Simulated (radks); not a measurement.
These are the eigenvalues of the occupied orbitals of an atom or ion with whole-number occupations (eV). All-electron calculation, non-relativistic Kohn-Sham, LDA (Slater exchange, Perdew-Wang correlation), spin-unpolarised, spherical densities, point nucleus. Program: a radial shooting solver on a logarithmic mesh with Libxc functionals.

orbital  eigenvalue
1s        -22767.24
2s        -5468.205

Which element is it, and in what charge state? The configuration may be excited.

Answer. Z = 42, molybdenum, charge +39: Mo39+ in [He] 2s1. The 1s level, -836.68 hartree, gives Z - s = 40.9 by -(Z - s)^2/2, which with screening narrows Z to a few neighbours, and the depths must fix Z and the occupations together.
